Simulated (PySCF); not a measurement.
B(Cl)(OMe)(SH) (CH₄BClOS), SMILES COB(S)Cl.

Geometry: r2SCAN-D4/def2-SVP. The values are those of a single conformer.

Calculation: TDA-PBE/def2-SVPD (PySCF).

Vertical excitations. Gas-phase values at a fixed geometry. State labels are in the subgroup Cs.

```tsv
state	symmetry	energy (eV)	λ (nm)	f	main pairs
S1	A"	6.12	202	0.017	HOMO→LUMO+1 98 %
S2	A'	6.42	193	0.135	HOMO→LUMO 84 %
S3	A"	6.45	192	0.000	HOMO−1→LUMO 94 %
S4	A"	6.60	188	0.021	HOMO→LUMO+2 93 %
S5	A'	6.78	183	0.004	HOMO−1→LUMO+1 95 %
S6	A"	6.85	181	0.006	HOMO−2→LUMO+1 100 %
S7	A"	7.07	175	0.000	HOMO→LUMO+3 69 %, HOMO−3→LUMO 30 %
S8	A"	7.09	175	0.001	HOMO−3→LUMO 68 %, HOMO→LUMO+3 31 %
S9	A'	7.23	172	0.149	HOMO−2→LUMO 86 %
S10	A'	7.32	169	0.038	HOMO−3→LUMO+1 65 %, HOMO−1→LUMO+2 34 %
T1	A'	5.32	233	0	HOMO→LUMO 99 %
T2	A"	5.76	215	0	HOMO→LUMO+1 96 %
T3	A"	6.18	200	0	HOMO−1→LUMO 83 %, HOMO→LUMO+2 13 %
T4	A'	6.20	200	0	HOMO−2→LUMO 99 %
```
Triplets are in the Tamm–Dancoff approximation.
